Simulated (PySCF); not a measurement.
C$_{2}$H$_{3}$O (SMILES C=C=[OH+]), charge +1, singlet, at a GFN2-xTB geometry; MP2/6-311G** in PySCF.

The PySCF input:
```python
from pyscf import gto, scf, mp

mol = gto.M(
    atom='''
C    -0.011662   -0.089453   -1.265135
C    -0.007575   -0.000083   -0.007408
H     0.048658    0.768160   -1.928123
H    -0.057038   -1.033270   -1.799776
O     0.100241    0.079345    1.196210
H    -0.678127    0.167568    1.793477
''',
    basis='6-311g**',
    charge=1,
    spin=0,
    verbose=4,
)

mf = scf.RHF(mol)
mf.kernel()

pt = mp.MP2(mf, frozen=3)
pt.kernel()
print('E(MP2) = %.10f' % pt.e_tot)
```

Output, abridged:

```
PySCF version 2.14.0

[INPUT] verbose = 4
[INPUT] num. atoms = 6
[INPUT] num. electrons = 22
[INPUT] charge = 1
[INPUT] spin (= nelec alpha-beta = 2S) = 0
[INPUT] symmetry False subgroup None
[INPUT] Mole.unit = angstrom
[INPUT] Symbol           X                Y                Z      unit          X                Y                Z       unit  Magmom
[INPUT]  1 C     -0.011662000000  -0.089453000000  -1.265135000000 AA   -0.022037986065  -0.169041671021  -2.390758660602 Bohr   0.0
[INPUT]  2 C     -0.007575000000  -0.000083000000  -0.007408000000 AA   -0.014314675394  -0.000156847268  -0.013999091131 Bohr   0.0
[INPUT]  3 H      0.048658000000   0.768160000000  -1.928123000000 AA    0.091950293769   1.451612019846  -3.643624404475 Bohr   0.0
[INPUT]  4 H     -0.057038000000  -1.033270000000  -1.799776000000 AA   -0.107786198693  -1.952597312729  -3.401083725565 Bohr   0.0
[INPUT]  5 O      0.100241000000   0.079345000000   1.196210000000 AA    0.189428036453   0.149940319354   2.260509287466 Bohr   0.0
[INPUT]  6 H     -0.678127000000   0.167568000000   1.793477000000 AA   -1.281474307673   0.316657627241   3.389180340707 Bohr   0.0

nuclear repulsion = 65.4537969058951
number of shells = 36
number of NR pGTOs = 117
number of NR cGTOs = 72
basis = 6-311g**
ecp = {}

******** <class 'pyscf.scf.hf.RHF'> ********
method = RHF
initial guess = minao
damping factor = 0
level_shift factor = 0
DIIS = <class 'pyscf.scf.diis.CDIIS'>
diis_start_cycle = 1
diis_space = 8
diis_damp = 0
SCF conv_tol = 1e-09
SCF conv_tol_grad = None
SCF max_cycles = 50
direct_scf = True
direct_scf_tol = 1e-13
Set gradient conv threshold to 3.16228e-05
Initial guess from minao.
init E= -153.046552327419
  HOMO = -0.262874877240989  LUMO = 0.00132789890406215  gap/eV = 7.18932
cycle= 1 E= -151.936885329443  delta_E= 1.11  |g|= 0.559  |ddm|=  1.9
  HOMO = -0.735409997867986  LUMO = -0.251860846627931  gap/eV = 13.15804
cycle= 2 E= -152.011952767741  delta_E= -0.0751  |g|= 0.255  |ddm|= 0.534
  HOMO = -0.673289395138006  LUMO = -0.161893964093093  gap/eV = 13.91578
cycle= 3 E= -152.026606539225  delta_E= -0.0147  |g|= 0.0602  |ddm|= 0.178
  HOMO = -0.669334432450206  LUMO = -0.154324884432601  gap/eV = 14.01412
cycle= 4 E= -152.028362279897  delta_E= -0.00176  |g|= 0.0246  |ddm|= 0.067
  HOMO = -0.673201636596431  LUMO = -0.154245353766264  gap/eV = 14.12152
cycle= 5 E= -152.028698356165  delta_E= -0.000336  |g|= 0.00986  |ddm|= 0.0243
  HOMO = -0.672793322654538  LUMO = -0.151923386375348  gap/eV = 14.17359
cycle= 6 E= -152.028800592358  delta_E= -0.000102  |g|= 0.00323  |ddm|= 0.0189
  HOMO = -0.672759163300807  LUMO = -0.151693587686196  gap/eV = 14.17892
cycle= 7 E= -152.028807053614  delta_E= -6.46e-06  |g|= 0.00116  |ddm|= 0.00473
  HOMO = -0.672825771665732  LUMO = -0.151539750290741  gap/eV = 14.18492
cycle= 8 E= -152.028807563421  delta_E= -5.1e-07  |g|= 0.00022  |ddm|= 0.00137
  HOMO = -0.672778877245278  LUMO = -0.151503141743664  gap/eV = 14.18464
cycle= 9 E= -152.028807581665  delta_E= -1.82e-08  |g|= 5.93e-05  |ddm|= 0.000274
  HOMO = -0.672779338471717  LUMO = -0.151503951348968  gap/eV = 14.18463
cycle= 10 E= -152.028807583817  delta_E= -2.15e-09  |g|= 1.73e-05  |ddm|= 0.000103
  HOMO = -0.672779915847794  LUMO = -0.151505147853857  gap/eV = 14.18461
cycle= 11 E= -152.028807584033  delta_E= -2.16e-10  |g|= 3.44e-06  |ddm|= 3.27e-05
  HOMO = -0.672779607724042  LUMO = -0.151504757511628  gap/eV = 14.18461
Extra cycle  E= -152.02880758404  delta_E= -7.16e-12  |g|= 1.65e-06  |ddm|= 3.76e-06
converged SCF energy = -152.02880758404

******** <class 'pyscf.mp.mp2.RMP2'> ********
nocc = 8, nmo = 69
frozen orbitals 3
E(RMP2) = -152.478858384364  E_corr = -0.450050800323742
E(SCS-RMP2) = -152.470703047329  E_corr = -0.441895463289362
E_corr(same-spin) = -0.113267881268226
E_corr(oppo-spin) = -0.336782919055516
E(MP2) = -152.4788583844
```
